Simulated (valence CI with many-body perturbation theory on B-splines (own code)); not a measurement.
Results of a calculation; reference values are marked as such.
## Te²¹⁺: what each term of the Hamiltonian does

Level of theory: configuration interaction combined with many-body perturbation theory (CI+MBPT): three valence electrons over a frozen Dirac-Fock core [Ar] 3d10, a basis of 11 s, 11 p, 9 d, 7 f, 5 g, 2 h, 1 i functions for each j, with the one-electron correlation potential Σ1 (screened to all orders), the two-electron term Σ2, the three-electron term Σ3, Breit, model QED; selected single and double excitations, second order for the rest (own B-spline code, finite nucleus).

No measured levels were compared; by estimate levels hold to about 250 cm⁻¹ or 0.2 % of their energy and the worst to 1 %, as in measured heavy ions of charge 2 to 7; those with d or f electrons hold less well.

Each rung adds one term. CI alone is the Dirac-Coulomb CI over the frozen core; QED comes last and gives the full result, which names the levels. Energies are above 4s²4p ²P°_1/2 on the same rung, in cm⁻¹.

Names give the largest LS component (configuration and term), which can be under half, so a name can repeat, a term be missing and a line seem to break the LS rules; names also repeat where a configuration has a term twice. Letters in brackets count levels of one name in rising energy.

| Level | CI alone |
| --- | --- |
| 4s²4p ²P°_3/2 | 112035 |
| 4s4p² ⁴P_1/2 | 361738 |
| 4s4p² ⁴P_3/2 | 432118 |
| 4s4p² ⁴P_5/2 | 464282 |
| 4s4p² ²D_3/2 | 521388 |
| 4s4p² ²P_1/2 | 558886 |
| 4s4p² ²D_5/2 | 574559 |
| 4s4p² ²S_1/2 | 668906 |
| 4s4p² ²P_3/2 | 679809 |
| 4s²4d ²D_3/2 | 802002 |
| 4s²4d ²D_5/2 | 821856 |
| 4p³ ²P°_3/2 [a] | 915663 |
| 4p³ ⁴S°_3/2 | 996920 |
| 4p³ ²D°_5/2 | 1000460 |
| 4p³ ²P°_1/2 | 1059300 |
| 4s4p4d ⁴F°_3/2 | 1076460 |

(1) What do these energies become with core correlation, Breit and QED?

(2) How does the ionisation energy move along the ladder, and which term matters most?

Results:

(1) 4s²4p ²P°_3/2 111817 (-218); 4s4p² ⁴P_1/2 363574 (+1836); 4s4p² ⁴P_3/2 434696 (+2578); 4s4p² ⁴P_5/2 465832 (+1549); 4s4p² ²D_3/2 520363 (-1025); 4s4p² ²P_1/2 552890 (-5996); 4s4p² ²D_5/2 575193 (+634); 4s4p² ²S_1/2 664525 (-4381); 4s4p² ²P_3/2 672477 (-7331); 4s²4d ²D_3/2 794929 (-7072); 4s²4d ²D_5/2 814673 (-7182); 4p³ ²P°_3/2 [a] 911905 (-3758); 4p³ ⁴S°_3/2 993688 (-3232); 4p³ ²D°_5/2 999268 (-1190); 4p³ ²P°_1/2 1054610 (-4691); 4s4p4d ⁴F°_3/2 1077010 (+548).

(2) CI alone 633.53, + Σ1 634.98, + Σ2 634.80, + Σ3 634.77, + Breit 634.26, + QED 634.28 eV. The largest step is Σ1, 1.46 eV. NIST lists 633 ± 4 eV (theoretical).
